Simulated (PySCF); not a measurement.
## Bond curve of BAs

Set-up: B cc-pVDZ, As cc-pVDZ-PP with ECP10; scalar-relativistic core potentials (PySCF 2.14). Energies in eV from B + As in their ground configurations at the same level. State: ³Π (triplet), unpaired electrons σ ↑, π ↑.

| R (Å) | B2PLYP |
| --- | --- |
| 1.600 | -1.521 |
| 1.674 | -2.205 |
| 1.748 | -2.593 |
| 1.804 | -2.738 |
| 1.860 | -2.788 |
| 1.916 | -2.765 |
| 1.990 | -2.651 |
| 2.083 | -2.415 |
| 2.195 | -2.018 |
| 2.344 | -1.433 |

Task: Put a parabola through the three lowest points of the B2PLYP curve and estimate Re, k and ωe (reduced mass 9.599 u; 1 eV/Å² = 0.16022 mdyn/Å; ωe = 1302.8·√(k/μ) cm⁻¹).

Result: Through R = 1.804, 1.86, 1.916 Å the second-order coefficient is 11.6 eV/Å², so Re ≈ 1.870 Å, k ≈ 3.73 mdyn/Å and ωe ≈ 812 cm⁻¹. A polynomial fit of higher order to the unrounded B2PLYP energies gives Re = 1.868 Å, k = 3.60 mdyn/Å, ωe = 797 cm⁻¹; anharmonicity and rounding make the difference.

The higher-order fit for each curve: B2PLYP: Re = 1.868 Å, ωe = 797 cm⁻¹, De = 2.79 eV.

Correlated steps freeze 5 core orbitals. ⟨S²⟩ of the unrestricted solution departs from its pure value on part of the curve, where spin states mix. Spin–orbit coupling is left out. B2PLYP dipoles, levels and charges come from its SCF part alone. The state was picked by a PBE0 search and need not be the measured ground state.
